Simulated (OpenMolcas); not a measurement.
# W4+ in a point-charge field

W4+ among 6 point charges of -0.8 e arranged as an octahedron (Oh), 2.15 Å from the ion.

| Item | Value |
| --- | --- |
| Program | OpenMolcas |
| Method | CASSCF |
| Basis | ANO-RCC-VDZP [7s6p4d2f1g] |
| Scalar Hamiltonian | DKH2, point nucleus |
| Active space | 2 electrons in 5 orbitals (5d) |
| State averaging | 2S+1 = 3 even, 10 roots; 2S+1 = 1 even, 15 roots |
| Spin-orbit coupling | RASSI with atomic mean-field integrals over the reference wave functions |

The lowest spin-free states (labels of O, the rotations of Oh), above the lowest:

```
State  Degeneracy  E (cm-1)  Free-ion L (%)
  3T1           3       0.0          F (98)
  3T2           3      3941         F (100)
  3A2           1      8603         F (100)
  1T2           3     11286          D (85)
   1E           2     11866          D (70)
  3T1           3     15088          P (98)
  1T2           3     18014          G (85)
  1A1           1     19722          G (96)
  1T1           3     19788         G (100)
   1E           2     22265          G (70)
  1A1           1     43572          S (96)
```

The lowest levels with spin-orbit coupling:

```tsv
E (cm-1)	Degeneracy	Label	2S+1
0.0	2	E	3
934.3	3	T2	3
7361	3	T1	3
8736	3	T2	3
9527	1	A2	3
11327	1	A1	3
13827	3	T1	3
14493	2	E	3
17107	1	A1	3
17157	2	E	1 (60 %)
17380	3	T2	3 (59 %)
17835	3	T2	3 (65 %)
20729	3	T1	3
25889	3	T2	1 (56 %)
26318	2	E	3 (54 %)
28021	1	A1	1
28090	3	T1	1
28519	3	T2	1 (55 %)
31967	2	E	1 (78 %)
53115	1	A1	1
```

Powder χT (cm3 K/mol): 0 at 2 K, 0.00371 at 10 K, 0.0185 at 50 K, 0.0371 at 100 K, 0.0743 at 200 K, 0.112 at 300 K. The effective moment at 300 K is 2.828 √(χT) = 0.95 μB.

The lowest level has 2S+1 = 3, for which the spin-only value is χT = S(S+1) / 2 = 1.000 cm3 K/mol (g = 2). The computed 0.112 at 300 K differs by -0.888, through orbital momentum, spin-orbit coupling and any other state in reach. With a threefold ground state the orbital momentum is unquenched, so the spin-only value is not expected to hold.

A least-squares ligand-field fit to the states below 45000 cm-1, each weighted by its degeneracy and with a free common offset, gives 10Dq = 4736 cm-1, B = 789 cm-1 and C = 3180 cm-1 (C/B = 4.03), with an rms deviation of 47 cm-1.

An orbital triplet at a regular site is open to Jahn-Teller coupling, which can distort the site and quench the lowest spin-orbit gaps and is left out. Without dynamic correlation the repulsion within the d shell is too large (B by tens of per cent), so at a given field states of lower spin stand too high. This field is weak: 10Dq is about 4736 cm-1, while octahedral complexes of 5d ions of charge 3 and more, computed by the same method with explicit ligands, had a median near 35000 cm-1. Ground spin and moment need not be those of a real site. This is an electrostatic model: the charges have no orbitals. No measured value stands beside these numbers.

The RASSCF and RASSI steps took 5.1 s on 1 thread of Arm Neoverse V2, on a shared host; the integral step is not counted.
